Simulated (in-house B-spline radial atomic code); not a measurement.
PBE hybrid excitations of Sn⁴⁺

Method: PBE hybrid with 0 exact exchange. Computed with an all-electron radial atomic-structure program (B-spline basis): linear response of the closed shell [Kr] 4d10 with the functional's adiabatic kernel; scalar-relativistic (spin-free one-electron X2C), finite nucleus, no spin-orbit coupling, no double excitations, S, P, D and F terms only; shells from n = 2 respond. Only terms of natural parity with L up to 3 were computed.

Command:
```bash
python run_td.py task.json out
```
Settings (radii: box in bohr, nucleus in fm):
```
Z                        50
electrons                46
configuration            [Kr] 4d10
hamiltonian              x2c
method                   pbeh
box_radius               19.1
exact_exchange_fraction  0
rms_radius               4.6519
intervals                71
```

Run time, properties included: 3.8 s on 1 thread of Arm Neoverse N1, on a shared host.

The lowest states, in the order of their Tamm-Dancoff energies; the method's threshold (minus the highest occupied level) is 67.66 eV. Labels give the largest channel, * marks a mixed state, and oscillator strengths are full-response dipole values. Semilocal kernels can invert the small singlet-triplet splittings of Rydberg terms. Energies in eV:

```csv
state,full response,Tamm-Dancoff,oscillator strength
4d → 5s 3D,20.852,20.872,-
4d → 5s 1D,?,?,-
4d → 5p 3P,30.70,30.72,-
4d → 5p 3F,30.87,30.88,-
4d → 5p 1F,31.28,31.28,-
4d → 5p 1P,32.23,32.30,0.87
4d → 5d 3S,?,?,-
4d → 5d 3D,44.41,44.42,-
4d → 5d 1D,44.77,44.79,-
4d → 6s 3D,46.73,46.73,-
```

**Question.** Where does 4d → 5s 1D lie?

**Answer.** At 21.616 eV in full response, 21.629 eV in Tamm-Dancoff.

**Question.** Where does 4d → 5d 3S lie?

**Answer.** At 43.84 eV in full response, 43.86 eV in Tamm-Dancoff.

**Question.** How large is the singlet-triplet splitting of 4d → 5s (D terms) in Tamm-Dancoff?

**Answer.** 0.757 eV, from the unrounded values.

**Question.** What polarisabilities and dispersion coefficient does the method give?

**Answer.** Dipole 2.421 bohr³, quadrupole 5.228 bohr⁵, C6 9.416 hartree·bohr⁶ for two such species.
